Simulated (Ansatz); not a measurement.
`O[SiH2][SiH2]O[SiH3]` + `[NH2][AlH2]` → `[AlH2][NH][SiH2]O[SiH3]` + silanol  (cleavage of the Si–Si bond)

Program: Ansatz. Geometries: PBE0-D4/def2-TZVP. ΔE: electronic, gas phase. CCSD(T)/CBS is the MP2 limit (def2-TZVPP, def2-QZVPP) plus CCSD(T) − MP2 in def2-TZVPP, frozen cores. This one scheme is used for every species. Functionals use def2-TZVPP. Each species was taken in one conformer, which may not be the lowest.

```
             level  ΔE (kcal/mol)
           PBE0-D4          -17.7
      CAM-B3LYP-D4          -21.3
            B2PLYP          -21.9
            r2SCAN          -19.7
         CAM-B3LYP          -21.7
RPA@PBE/def2-TZVPP          -22.1
     HF/def2-TZVPP          -25.8
SCS-MP2/def2-TZVPP          -24.2
```

Q: What does CCSD(T)/CBS give? (An estimate is asked.)

A: The calculation gave: -21.5 kcal/mol. The listed levels differ from it by 3.8, 0.2, -0.4, 1.8, -0.2, -0.6, -4.3, -2.7 kcal/mol.

Largest T1 diagnostic among the species: 0.012.

From BLYP to BHLYP (50 % exact exchange), in def2-TZVPP and without D4, ΔE moves by −4.0 kcal/mol. In def2-TZVPP, CCSD(T) changes the Hartree–Fock value by +3.8 kcal/mol (the triples alone add +0.5 kcal/mol) and MP2 by +1.9 kcal/mol.
